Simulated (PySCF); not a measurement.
# benzotrifluoride, C7H5F3

Molfile (atoms numbered from 1):
```
C7H5F3
     RDKit          3D

 15 15  0  0  0  0  0  0  0  0999 V2000
    2.6523    0.5712   -1.1383 F   0  0  0  0  0  0  0  0  0  0  0  0
    2.1889    0.0535    0.0060 C   0  0  0  0  0  0  0  0  0  0  0  0
    2.6637    0.8159    0.9964 F   0  0  0  0  0  0  0  0  0  0  0  0
    2.7324   -1.1599    0.1349 F   0  0  0  0  0  0  0  0  0  0  0  0
    0.6864    0.0016    0.0193 C   0  0  0  0  0  0  0  0  0  0  0  0
    0.0159   -1.1767   -0.3075 C   0  0  0  0  0  0  0  0  0  0  0  0
   -1.3770   -1.1967   -0.3286 C   0  0  0  0  0  0  0  0  0  0  0  0
   -2.0975   -0.0438   -0.0223 C   0  0  0  0  0  0  0  0  0  0  0  0
   -1.4248    1.1329    0.3072 C   0  0  0  0  0  0  0  0  0  0  0  0
   -0.0335    1.1571    0.3289 C   0  0  0  0  0  0  0  0  0  0  0  0
    0.5869   -2.0772   -0.5401 H   0  0  0  0  0  0  0  0  0  0  0  0
   -1.9020   -2.1201   -0.5831 H   0  0  0  0  0  0  0  0  0  0  0  0
   -3.1898   -0.0622   -0.0367 H   0  0  0  0  0  0  0  0  0  0  0  0
   -1.9877    2.0361    0.5531 H   0  0  0  0  0  0  0  0  0  0  0  0
    0.4993    2.0723    0.5948 H   0  0  0  0  0  0  0  0  0  0  0  0
  1  2  1  0
  2  3  1  0
  2  4  1  0
  2  5  1  0
  5  6  2  0
  6  7  1  0
  7  8  2  0
  8  9  1  0
  9 10  2  0
 10  5  1  0
  6 11  1  0
  7 12  1  0
  8 13  1  0
  9 14  1  0
 10 15  1  0
M  END
```

Computed with PySCF 2.14.0, quadratic response CAM-B3LYP/aug-cc-pVDZ first hyperpolarisability, Taylor convention, gas phase. Geometry: PBE0-D3(BJ)/def2-SVP.

Question: Give the tensor of the second harmonic β(−2ω;ω,ω) at 1907 nm in the axes of these coordinates.

Answer: In au, Taylor convention; rows are the first index (the induced dipole):
|  | xx | yy | zz | xy | xz | yz |
| --- | --- | --- | --- | --- | --- | --- |
| x | +84.9 | +38.5 | +48.3 | 0.0 | -0.8 | -3.1 |
| y | 0.0 | +0.2 | +6.4 | +38.0 | -3.1 | +2.1 |
| z | -0.8 | +2.1 | -0.7 | -3.1 | +47.9 | +6.3 |

Norm of βᵢ = ⅓ Σⱼ (βᵢⱼⱼ + βⱼᵢⱼ + βⱼⱼᵢ): 171.2 au, hyper-Rayleigh value 63.4 au.
